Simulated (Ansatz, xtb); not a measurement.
## Two isomers of C5H6FPSi

We compare a, `FC1=C([SiH3])C=CP=C1`, a singlet, with b, `FC1=CP=C([SiH3])C=C1`, a singlet. Both are isolated molecules in the gas phase, relaxed with B3LYP/def2-SVP.

Quicker runs give these differences E(b) − E(a): GFN2-xTB +3.15 kcal/mol; HF/STO-3G +3.40 kcal/mol (at GFN2-xTB geometries); r2SCAN-D4/def2-SVP +1.27 kcal/mol (at GFN2-xTB geometries).

**Question.** Estimate E(b) − E(a) at the level CCSD(T)/def2-SVP + ΔMP2/def2-TZVPP.

**Answer.** CCSD(T)/def2-SVP + ΔMP2/def2-TZVPP gives E(b) − E(a) = +0.60 kcal/mol, slightly favouring structure a, which is too small a margin to settle the true order.

Level by level:

| level | geometry | E(b) − E(a) (kcal/mol) | departure from the last row (kcal/mol) | job, with rough time for the two |
| --- | --- | --- | --- | --- |
| GFN2-xTB | GFN2-xTB | +3.15 | +2.55 | optimisation, 0.53 s |
| HF/STO-3G | GFN2-xTB | +3.40 | +2.80 | single point, 2.4 s |
| r2SCAN-D4/def2-SVP | GFN2-xTB | +1.27 | +0.67 | single point, 15 s |
| B3LYP/def2-SVP | B3LYP/def2-SVP | +1.29 | +0.69 | optimisation, 2.2 min |
| HF/def2-SVP | B3LYP/def2-SVP | +0.88 | +0.28 | part of the CCSD(T) run |
| MP2/def2-SVP | B3LYP/def2-SVP | +1.07 | +0.47 | part of the CCSD(T) run |
| CCSD(T)/def2-SVP | B3LYP/def2-SVP | +1.30 | +0.70 | single point |
| CCSD(T)/def2-SVP + ΔMP2/def2-TZVPP | B3LYP/def2-SVP | +0.60 |  | single point, 5.4 min |

As drawn, both hold the same kinds of bond in the same numbers.

The largest departure from CCSD(T)/def2-SVP + ΔMP2/def2-TZVPP is that of HF/STO-3G, 2.80 kcal/mol. A small imaginary or near-zero mode remains, so no thermal terms are given. The last row adds to CCSD(T) the change of the MP2 difference between the two basis sets, here −0.70 kcal/mol.

The correlated steps freeze 16 core orbitals. Programs: Ansatz 0.2.0, xtb 6.7.1; the last row on 2 threads of Intel(R) Xeon(R) Processor @ 2.50GHz (Skylake/Cascade Lake) on a shared host.
